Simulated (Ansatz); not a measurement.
Born–Oppenheimer molecular dynamics of CHBFNO (6 atoms, charge 0, multiplicity 1). It starts from a relaxed structure.

These are results of RKS PBE0-D4/def2-SVP (Ansatz 0.2.0), not measurements.

```
ensemble                      : NVE (Milne-controlled integrator)
time step                     : 0.5 fs
steps asked                   : 113
starting velocities drawn for : 200 K
masses                        : H 2.014 u
seed                          : 195691
```

Frames 2.5 fs apart, positions in Å, forces in eV/Å.

Velocities at 0.0 fs (Å/ps):

```
O 0.44 0.33 -2.74
C -0.74 3.19 -0.72
N -1.68 3.62 3.11
B -3.31 -1.70 -2.26
F 1.48 -3.59 2.73
H 16.44 -3.92 -9.14
```

```xyz
6
Properties=species:S:1:pos:R:3:forces:R:3 time_fs=0.0 energy_less_start_eV=0.000 T=200
O 0.869 -2.326 0.994 0.00 0.00 0.00
C 0.538 -1.333 0.486 0.00 0.00 0.00
N 0.225 -0.323 -0.081 -0.01 0.01 0.00
B -0.371 0.929 -0.357 0.00 -0.02 0.01
F -0.136 1.497 -1.524 0.00 0.01 -0.02
H -1.083 1.491 0.436 0.00 0.00 0.00
6
Properties=species:S:1:pos:R:3:forces:R:3 time_fs=2.5 energy_less_start_eV=0.026 T=150
O 0.870 -2.325 0.987 -0.10 0.33 -0.15
C 0.536 -1.326 0.484 0.16 -0.51 0.23
N 0.221 -0.314 -0.073 0.05 -0.21 -0.04
B -0.378 0.925 -0.363 0.50 -0.27 -0.13
F -0.132 1.488 -1.517 0.04 0.21 -0.54
H -1.045 1.484 0.417 -0.65 0.44 0.62
6
Properties=species:S:1:pos:R:3:forces:R:3 time_fs=5.0 energy_less_start_eV=0.052 T=100
O 0.870 -2.323 0.980 -0.10 0.33 -0.14
C 0.535 -1.321 0.484 0.16 -0.54 0.23
N 0.217 -0.306 -0.066 0.17 -0.56 0.01
B -0.384 0.919 -0.369 0.50 -0.13 0.19
F -0.128 1.480 -1.513 0.09 0.38 -1.00
H -1.026 1.489 0.415 -0.81 0.52 0.72
6
Properties=species:S:1:pos:R:3:forces:R:3 time_fs=7.5 energy_less_start_eV=0.049 T=106
O 0.871 -2.319 0.972 0.03 -0.02 0.04
C 0.535 -1.318 0.484 0.04 -0.21 0.04
N 0.214 -0.300 -0.058 0.27 -0.85 0.06
B -0.386 0.913 -0.374 0.01 0.46 0.92
F -0.124 1.473 -1.511 0.10 0.48 -1.25
H -1.029 1.508 0.432 -0.43 0.14 0.18
6
Properties=species:S:1:pos:R:3:forces:R:3 time_fs=10.0 energy_less_start_eV=0.057 T=91
O 0.871 -2.316 0.964 0.18 -0.47 0.28
C 0.535 -1.317 0.485 -0.05 0.02 -0.08
N 0.212 -0.298 -0.050 0.20 -0.70 -0.02
B -0.389 0.909 -0.374 -0.39 1.03 1.36
F -0.120 1.468 -1.513 0.04 0.42 -1.12
H -1.045 1.532 0.455 0.01 -0.30 -0.41
6
Properties=species:S:1:pos:R:3:forces:R:3 time_fs=12.5 energy_less_start_eV=0.059 T=87
O 0.872 -2.315 0.957 0.28 -0.76 0.41
C 0.535 -1.315 0.486 0.01 -0.16 0.01
N 0.210 -0.299 -0.043 -0.07 -0.04 -0.25
B -0.393 0.911 -0.367 -0.34 1.21 1.10
F -0.115 1.463 -1.519 -0.10 0.23 -0.63
H -1.062 1.547 0.467 0.22 -0.48 -0.65
6
Properties=species:S:1:pos:R:3:forces:R:3 time_fs=15.0 energy_less_start_eV=0.040 T=122
O 0.874 -2.316 0.952 0.30 -0.81 0.43
C 0.534 -1.315 0.486 0.10 -0.46 0.16
N 0.209 -0.300 -0.036 -0.36 0.66 -0.43
B -0.400 0.919 -0.354 0.11 0.92 0.27
F -0.111 1.460 -1.526 -0.27 0.02 0.03
H -1.073 1.548 0.460 0.12 -0.33 -0.47
6
Properties=species:S:1:pos:R:3:forces:R:3 time_fs=17.5 energy_less_start_eV=0.031 T=140
O 0.877 -2.320 0.948 0.26 -0.69 0.37
C 0.535 -1.316 0.487 0.07 -0.35 0.12
N 0.205 -0.298 -0.031 -0.44 0.79 -0.31
B -0.405 0.932 -0.340 0.74 0.31 -0.79
F -0.108 1.456 -1.534 -0.41 -0.11 0.60
H -1.081 1.540 0.439 -0.22 0.06 0.01
6
Properties=species:S:1:pos:R:3:forces:R:3 time_fs=20.0 energy_less_start_eV=0.041 T=121
O 0.882 -2.327 0.946 0.16 -0.41 0.23
C 0.535 -1.319 0.489 -0.08 0.10 -0.09
N 0.201 -0.293 -0.027 -0.26 0.29 0.08
B -0.407 0.947 -0.330 1.13 -0.27 -1.51
F -0.106 1.453 -1.539 -0.46 -0.11 0.91
H -1.095 1.534 0.419 -0.50 0.39 0.40
6
Properties=species:S:1:pos:R:3:forces:R:3 time_fs=22.5 energy_less_start_eV=0.035 T=132
O 0.886 -2.335 0.945 -0.02 0.10 -0.02
C 0.535 -1.322 0.491 -0.16 0.38 -0.22
N 0.195 -0.287 -0.023 0.02 -0.38 0.48
B -0.402 0.961 -0.327 0.85 -0.44 -1.38
F -0.105 1.449 -1.542 -0.39 0.01 0.86
H -1.123 1.539 0.409 -0.31 0.33 0.29
6
Properties=species:S:1:pos:R:3:forces:R:3 time_fs=25.0 energy_less_start_eV=0.031 T=140
O 0.891 -2.343 0.943 -0.24 0.72 -0.30
C 0.535 -1.323 0.491 -0.07 0.19 -0.13
N 0.189 -0.282 -0.017 0.20 -0.72 0.66
B -0.393 0.973 -0.333 0.09 -0.38 -0.57
F -0.106 1.445 -1.542 -0.22 0.20 0.49
H -1.160 1.553 0.408 0.24 -0.01 -0.16
6
Properties=species:S:1:pos:R:3:forces:R:3 time_fs=27.5 energy_less_start_eV=0.052 T=99
O 0.895 -2.348 0.940 -0.39 1.11 -0.47
C 0.534 -1.323 0.491 0.09 -0.20 0.06
N 0.184 -0.281 -0.009 0.21 -0.57 0.59
B -0.384 0.982 -0.341 -0.58 -0.48 0.33
F -0.107 1.441 -1.541 -0.01 0.40 -0.04
H -1.190 1.567 0.401 0.69 -0.27 -0.48
```

Of the whole run (56 fs, mean temperature of the second half 110 K): The conserved energy stayed within 0.00067 meV per atom of its start (net change 0 meV per atom), so the integration is sound. The temperature averaged 0.55 of the 200 K drawn at the start: a run that starts near a minimum puts about half its kinetic energy into the potential. A run of 0.057 ps of so small a system gives no equilibrium averages.

The run took 13 min on 1 CPU thread of a shared host.
